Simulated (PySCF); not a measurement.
Mapped SMILES: `[F:1][BH:2][c:3]1[cH:4][cH:5][cH:6][o:7]1`; H(Xn) means a hydrogen on atom n.

Geometry: PBE0-D3(BJ)/def2-SVP; GIAO shifts from PySCF 2.14, gas phase, non-relativistic, averaged over equivalent atoms.

At B97-D/pcSseg-1 (139 basis functions, 17 s wall time on 1 thread of an Arm Neoverse V1, shared host):
```tsv
atoms	δ (ppm)
F1	-62.1
B2	35.6
C3	155.2
C6	147.3
C4	133.2
C5	112.0
O7	314.6
H(C6)	7.57
H(C4)	7.33
H(C5)	6.48
H(B2)	5.15
```

Referencing at the same level of theory: 19F (σ = 154.77 ppm) vs CFCl3; 11B (σ = 98.21 ppm) against BF3·OEt2; 13C (σ = 179.17 ppm) and 1H (σ = 31.41 ppm) vs TMS; 17O (σ = 330.37 ppm) vs H2O.

Question: Estimate the result of repeating the calculation with B3LYP/pcSseg-1.

Answer: 
```csv
atoms,δ at B3LYP/pcSseg-1,change
F1,-48.5,+13.6
B2,39.4,+3.8
C3,163.1,+7.9
C6,155.4,+8.1
C4,141.1,+7.9
C5,117.4,+5.4
O7,325.7,+11.1
H(C6),7.64,+0.07
H(C4),7.45,+0.12
H(C5),6.55,+0.07
H(B2),5.14,-0.01
```

Referencing at the same level of theory: 19F (σref 171.94) against CFCl3; 11B (σref 97.83) against BF3·OEt2; 13C (σref 179.24), 1H (σref 31.38) vs TMS; H2O for 17O (σref 334.04).

The largest change is at F1 (fluorine bonded to B). Cost: 139 basis functions, 11 s wall time on 1 thread of an Arm Neoverse V1, shared host. The order of the carbon signals is the same at both levels.

A carbon bonded to boron is broadened by the quadrupolar boron nucleus and is often missing from a measured spectrum. Unscaled 19F shifts against computed CFCl3 carry errors that often reach 10 to 50 ppm. Unscaled 17O shifts of doubly bonded oxygen tend to come out too high, by tens of ppm or more. Experimental scales use liquid or dissolved standards, which lie at an offset from isolated H2O (liquid H2O: subtract about 36 ppm).
